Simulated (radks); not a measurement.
Question: Species: Tm2+. Configuration: [Xe] 4f13. Calculated with a radial shooting solver on a logarithmic mesh with Libxc functionals: scalar-relativistic Kohn-Sham, r2SCAN, spin-polarised, spherical densities, finite nucleus; open shells are filled with parallel spins first (spin-orbit coupling, left out, can overturn this in heavy ions); meta-GGA in the generalised Kohn-Sham scheme; Fermi nuclear charge, rms radius 5.2256 fm; hard spherical wall at 6 bohr. Some entries of the table are withheld. Estimate them.

orbital,occ.,eigenvalue (hartree),r(max) (bohr)
1s up,1,-2181.939,0.01261
1s down,1,-2181.939,0.01261
2s up,1,-369.4309,0.07186
2s down,1,-369.4308,0.07186
2p up,3,-326.1370,0.05855
2p down,3,-326.1368,0.05855
3s up,1,-83.76442,0.2030
3s down,1,-83.74308,0.2030
3p up,3,-70.58872,0.2000
3p down,3,-70.56735,0.2000
3d up,5,-54.30472,0.1635
3d down,5,-54.28836,0.1634
4s up,1,-17.11401,0.4645
4s down,1,-17.06987,0.4645
4p up,3,-12.76575,0.4857
4p down,3,-12.72203,0.4857
4d up,5,-6.96457,0.5015
4d down,5,-6.92106,0.5015
5s up,1,-2.55947,1.093
5s down,1,-2.54033,1.095
5p up,3,-1.56009,1.252
5p down,3,-1.54772,1.255
4f up,7,-0.65211,0.4970
4f down,6,-0.61399,0.4976
6s up,0,-0.49522,2.903
6s down,0,-0.49240,2.915
5d up,0,-0.46733,1.807
5d down,0,-0.46316,1.816
6p up,0,(1),3.438
6p down,0,(2),3.449

Answer: 
(1) 6p up eigenvalue (hartree): -0.28700
(2) 6p down eigenvalue (hartree): -0.28478
